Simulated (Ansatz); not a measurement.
`CN[SiH2]OC` + `F[SiH2]N[SiH3]` → `CO[SiH2]N[SiH2]F` + `CN[SiH3]`  (redistribution)

Gas-phase electronic energies from Ansatz, PBE0-D4/def2-TZVP geometries. CCSD(T)/CBS adds triple-zeta CCSD(T) − MP2 to the extrapolated MP2 energy (def2 sets, frozen cores). This one scheme is used for every species. DFT in def2-TZVPP. One conformer a species, not always the lowest.

| species | B2PLYP energy (Eh) |
| --- | --- |
| `CN[SiH2]OC` | -500.95491 |
| `F[SiH2]N[SiH3]` | -737.05454 |
| `CO[SiH2]N[SiH2]F` | -851.60012 |
| `CN[SiH3]` | -386.40781 |

Problem. Work out ΔE.

Solution. ΔE = (-851.60012) + (-386.40781) − (-500.95491) − (-737.05454) = 0.00152 Eh = +0.04 eV. CCSD(T)/CBS gives +0.05 eV.

Largest T1 diagnostic among the species: 0.011.

In def2-TZVPP, CCSD(T) changes the Hartree–Fock value by +0.04 eV (the triples alone add +0.01 eV) and MP2 by +0.04 eV.
